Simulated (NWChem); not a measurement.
Everything below was run with NWChem. System: As, charge 0, spin multiplicity 4. Its SCF solution wasn't tested for a lower state. Level: UB3LYP/x2c-SVPall-2c, scalar ZORA, VWN1-RPA local correlation.

Input file:

```
start mol
memory heap 200 mb stack 900 mb global 1100 mb
geometry units angstroms nocenter noautoz noautosym
  As     0.000000     0.000000     0.000000
end
basis spherical
  * library x2c-svpall-2c
end
relativistic
  zora on
end
dft
  xc b3lyp
  odft
  mult 4
  semidirect memsize 60000000 filesize 0
  iterations 100
  grid fine
end
task dft energy
```

Output (cleaned and shortened):

```
             Northwest Computational Chemistry Package (NWChem) 7.3.0
             --------------------------------------------------------

                                NWChem Input Module
                                -------------------

 Scaling coordinates for geometry "geometry" by  1.889725989
 (inverse scale =  0.529177249)

                             Geometry "geometry" -> ""
                             -------------------------

 Output coordinates in angstroms (scale by  1.889725989 to convert to a.u.)

  No.       Tag          Charge          X              Y              Z
 ---- ---------------- ---------- -------------- -------------- --------------
    1 As                  33.0000     0.00000000     0.00000000     0.00000000

 Effective nuclear repulsion energy (a.u.)       0.0000000000

            Nuclear Dipole moment (a.u.)
            ----------------------------
        X                 Y               Z
 ---------------- ---------------- ----------------
     0.0000000000     0.0000000000     0.0000000000


 Summary of "ao basis" -> "" (spherical)
 ------------------------------------------------------------------------------
       Tag                 Description            Shells   Functions and Types
 ---------------- ------------------------------  ------  ---------------------
 *                       x2c-svpall-2c                on all atoms

                                 NWChem DFT Module
                                 -----------------

 Summary of "ao basis" -> "ao basis" (spherical)
 ------------------------------------------------------------------------------
       Tag                 Description            Shells   Functions and Types
 ---------------- ------------------------------  ------  ---------------------
 As                      x2c-svpall-2c              14       38   5s6p3d

 Summary of "ao basis" -> "ao basis" (spherical)
 ------------------------------------------------------------------------------
       Tag                 Description            Shells   Functions and Types
 ---------------- ------------------------------  ------  ---------------------
 As                      x2c-svpall-2c              14       38   5s6p3d

            General Information
            -------------------
          SCF calculation type: DFT
          Wavefunction type:  spin polarized.
          No. of atoms     :     1
          No. of electrons :    33
           Alpha electrons :    18
            Beta electrons :    15
          Charge           :     0
          Spin multiplicity:     4
          Use of symmetry is: off; symmetry adaption is: off
          Maximum number of iterations: 100
          AO basis - number of functions:    38
                     number of shells:    14
          Convergence on energy requested:  1.00D-06
          Convergence on density requested:  1.00D-05
          Convergence on gradient requested:  5.00D-04

              XC Information
              --------------
                         B3LYP Method XC Potential
                     Hartree-Fock (Exact) Exchange  0.200
                        Slater Exchange Functional  0.800 local
                    Becke 1988 Exchange Functional  0.720 non-local
              Lee-Yang-Parr Correlation Functional  0.810
                  VWN I RPA Correlation Functional  0.190 local

             Grid Information
             ----------------
          Grid used for XC integration:  fine
          Radial quadrature: Mura-Knowles
[...]
              MO Center= -5.5D-16,  5.6D-16, -2.1D-15, r^2= 2.0D+00
   Bfn.  Coefficient  Atom+Function         Bfn.  Coefficient  Atom+Function
  ----- ------------  ---------------      ----- ------------  ---------------
    19      0.487546  1 As py                16      0.398264  1 As py
    18      0.391066  1 As px                15      0.319452  1 As px
    10     -0.227389  1 As py                 9     -0.182391  1 As px
     7      0.093212  1 As py                 6      0.074767  1 As px

 Vector   18  Occ=1.000000D+00  E=-2.411417D-01
              MO Center=  1.9D-15, -2.3D-16,  9.9D-16, r^2= 2.0D+00
   Bfn.  Coefficient  Atom+Function         Bfn.  Coefficient  Atom+Function
  ----- ------------  ---------------      ----- ------------  ---------------
    18      0.487546  1 As px                15      0.398264  1 As px
    19     -0.391066  1 As py                16     -0.319452  1 As py
     9     -0.227389  1 As px                10      0.182391  1 As py
     6      0.093212  1 As px                 7     -0.074767  1 As py

 Vector   19  Occ=0.000000D+00  E= 1.860680D-01
              MO Center= -2.6D-15,  9.4D-16, -6.3D-15, r^2= 3.6D+00
   Bfn.  Coefficient  Atom+Function         Bfn.  Coefficient  Atom+Function
  ----- ------------  ---------------      ----- ------------  ---------------
     4      1.981398  1 As s                  5     -1.909406  1 As s
     3     -0.527827  1 As s                  2      0.094189  1 As s
     1     -0.037321  1 As s

 Vector   20  Occ=0.000000D+00  E= 4.123685D-01
              MO Center=  1.2D-14,  4.8D-15, -1.3D-19, r^2= 1.7D+00
   Bfn.  Coefficient  Atom+Function         Bfn.  Coefficient  Atom+Function
  ----- ------------  ---------------      ----- ------------  ---------------
    38      1.011837  1 As d  2              28     -0.235602  1 As d  2
    34     -0.155808  1 As d -2              33     -0.069017  1 As d  2
    24      0.036279  1 As d -2

 Vector   21  Occ=0.000000D+00  E= 4.123685D-01
              MO Center= -1.9D-15,  5.9D-15,  9.6D-20, r^2= 1.7D+00
   Bfn.  Coefficient  Atom+Function         Bfn.  Coefficient  Atom+Function
  ----- ------------  ---------------      ----- ------------  ---------------
    34      1.011837  1 As d -2              24     -0.235602  1 As d -2
    38      0.155808  1 As d  2              29     -0.069017  1 As d -2
    28     -0.036279  1 As d  2

                     DFT Final Beta Molecular Orbital Analysis
                     -----------------------------------------

 Vector   13  Occ=1.000000D+00  E=-1.599961D+00
              MO Center= -2.4D-16, -2.5D-18,  1.2D-15, r^2= 1.6D-01
   Bfn.  Coefficient  Atom+Function         Bfn.  Coefficient  Atom+Function
  ----- ------------  ---------------      ----- ------------  ---------------
    27      0.841350  1 As d  1              32      0.279293  1 As d  1
    37      0.030000  1 As d  1

 Vector   14  Occ=1.000000D+00  E=-1.599961D+00
              MO Center= -8.8D-18, -1.3D-15,  9.6D-16, r^2= 1.6D-01
   Bfn.  Coefficient  Atom+Function         Bfn.  Coefficient  Atom+Function
  ----- ------------  ---------------      ----- ------------  ---------------
    26      0.841392  1 As d  0              31      0.279307  1 As d  0
    36      0.030001  1 As d  0

 Vector   15  Occ=1.000000D+00  E=-5.043656D-01
              MO Center= -1.8D-15,  1.1D-17, -1.1D-15, r^2= 1.2D+00
   Bfn.  Coefficient  Atom+Function         Bfn.  Coefficient  Atom+Function
  ----- ------------  ---------------      ----- ------------  ---------------
     4      0.864322  1 As s                  3     -0.577342  1 As s
     5      0.302231  1 As s                  2      0.123537  1 As s
     1     -0.044440  1 As s

 Vector   16  Occ=0.000000D+00  E=-1.078734D-01
              MO Center= -8.0D-16, -2.4D-16, -2.3D-15, r^2= 2.1D+00
   Bfn.  Coefficient  Atom+Function         Bfn.  Coefficient  Atom+Function
  ----- ------------  ---------------      ----- ------------  ---------------
    20      0.688057  1 As pz                17      0.436027  1 As pz
    11     -0.259477  1 As pz                 8      0.114443  1 As pz
    23     -0.027137  1 As pz

 Vector   17  Occ=0.000000D+00  E=-1.078734D-01
              MO Center= -4.2D-16,  1.1D-15, -1.2D-15, r^2= 2.1D+00
   Bfn.  Coefficient  Atom+Function         Bfn.  Coefficient  Atom+Function
  ----- ------------  ---------------      ----- ------------  ---------------
    19      0.498300  1 As py                18      0.474468  1 As px
    16      0.315777  1 As py                15      0.300674  1 As px
    10     -0.187917  1 As py                 9     -0.178929  1 As px
     7      0.082881  1 As py                 6      0.078917  1 As px

 Vector   18  Occ=0.000000D+00  E=-1.078734D-01
              MO Center= -5.0D-16,  4.5D-16, -1.0D-15, r^2= 2.1D+00
   Bfn.  Coefficient  Atom+Function         Bfn.  Coefficient  Atom+Function
  ----- ------------  ---------------      ----- ------------  ---------------
    18      0.498300  1 As px                19     -0.474468  1 As py
    15      0.315777  1 As px                16     -0.300674  1 As py
     9     -0.187917  1 As px                10      0.178929  1 As py
     6      0.082881  1 As px                 7     -0.078917  1 As py

   alpha - beta orbital overlaps
   -----------------------------

   alpha      1      2      3      4      5      6      7      8      9     10
    beta      1      2      3      4      5      6      7      8      9     10
 overlap   1.000  1.000  1.000  0.916  0.916  1.000  1.000  0.992  0.992  0.918

   alpha     11     12     13     14     15     16     17     18     19     20
    beta     11     13     12     14     15     16     17     18     19     23
 overlap   0.918  0.956  0.956  1.000  1.000  0.999  0.995  0.995  1.000  0.935

   alpha     21     22     23     24     25     26     27     28     29     30
    beta     24     26     25     27     20     21     22     29     28     30
 overlap   0.935  0.781  0.781  1.000  0.995  0.995  0.999  0.936  0.936  0.934

   alpha     31     32     33     34     35     36     37     38
    beta     31     32     33     34     35     36     37     38
 overlap   0.934  1.000  0.999  0.999  1.000  1.000  0.754  0.754

     --------------------------
     Expectation value of S2:
     --------------------------
      <S2> =      3.7503 (Exact =     3.7500)

 Task  times  cpu:        4.0s     wall:        4.0s

 Total times  cpu:        4.1s     wall:        4.1s
```
